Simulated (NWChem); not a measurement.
Species: disilylmethane (CH8Si2); SMILES [SiH3]C[SiH3]

Program: NWChem. The geometry was optimised at PBE0/def2-SVP. Static field.

**Question.** Estimate the computed values for BHandHLYP/def2-SVPD. Quantities: isotropic polarisability (bohr³); anisotropy (bohr³).

**Answer.** The isotropic polarisability (bohr³) is 68.0. The anisotropy (bohr³) is 17.0.
